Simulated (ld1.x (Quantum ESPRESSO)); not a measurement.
## An all-electron radial function and its pseudo partner (vanadium)

Columns: radius, all-electron u(r) and pseudo u(r) of the 3p shell (level -44.08 eV) of vanadium in the configuration [Ne] 3s2 3p6 3d3 4s2 4p0; PW91, scalar-relativistic, TM scheme, ld1.x (Quantum ESPRESSO) 7.5.

```
r (bohr)  all-electron   pseudo
   0.132        0.5239  -0.0608
   0.265        0.3369  -0.2340
   0.398       -0.2117  -0.4852
   0.530       -0.6770  -0.7528
   0.663       -0.9553  -0.9643
   0.795       -1.0617  -1.0619
   0.928       -1.0519  -1.0519
   1.060       -0.9753  -0.9753
   1.193       -0.8666  -0.8666
   1.325       -0.7496  -0.7496
   1.458       -0.6351  -0.6351
   1.590       -0.5312  -0.5312
   1.723       -0.4392  -0.4392
   1.855       -0.3607  -0.3607
   1.988       -0.2941  -0.2941
   2.120       -0.2391  -0.2391
   2.252       -0.1937  -0.1937
   2.385       -0.1562  -0.1562
   2.518       -0.1257  -0.1257
   2.650       -0.1011  -0.1011
   2.782       -0.0812  -0.0812
   2.915       -0.0650  -0.0650
   3.048       -0.0520  -0.0520
   3.180       -0.0416  -0.0416
   3.312       -0.0332  -0.0332
   3.445       -0.0265  -0.0265
```

(1) How many radial nodes do the two functions have?

(2) At about which radius was the pseudo-wave matched?

(3) Is the pseudo-wave norm-conserving?

## Answers

(1) The all-electron 3p function has n − l − 1 = 1; the pseudo-wave has 0, since the states of the same l below it are removed with the core.

(2) 0.95 bohr. The columns agree to 0.0005 from 0.80 bohr on; several derivatives are matched, so the curves merge somewhat inside the radius.

(3) Yes: the TM scheme keeps the norm inside the radius equal to the all-electron one, which fixes the energy derivative of the logarithmic derivative at the level.
